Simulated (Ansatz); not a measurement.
Mulliken charges of C$_{2}$H$_{4}$FNSi (`N=C1[SiH2]C1F`) from r2SCAN/def2-TZVPP in Ansatz (PBE0-D4/def2-TZVP geometry).

| atom | x (Å) | y (Å) | z (Å) | charge (e) |
| --- | --- | --- | --- | --- |
| N1 | -0.319 | 1.478 | -1.283 | -0.288 |
| C2 | -0.250 | 0.437 | -0.581 | -0.058 |
| Si3 | 0.774 | -0.942 | 0.172 | 0.257 |
| C4 | -0.705 | 0.087 | 0.780 | 0.152 |
| F5 | -0.814 | 1.014 | 1.766 | -0.213 |
| H6 | 0.254 | 1.397 | -2.124 | 0.176 |
| H7 | 2.163 | -0.547 | 0.490 | -0.042 |
| H8 | 0.569 | -2.401 | 0.017 | -0.058 |
| H9 | -1.584 | -0.569 | 0.745 | 0.072 |

Task: By hand: the dipole of these point charges (1 e Å = 4.8032 D).

Result: Σ q r = (0.178, -0.529, -0.152) e Å, of length 0.578 e Å = 2.78 D.

Task: How does the dipole of the full density compare? (Best estimate.)

Result: Ansatz gave: (0.264, -0.571, -0.185) e Å, 3.15 D; the point charges give 0.88 times that, at 6° from its direction.

Point charges leave out the atoms' own dipoles, such as those of lone pairs, and Mulliken's split depends on the basis, so the close match here is no proof of good charges.
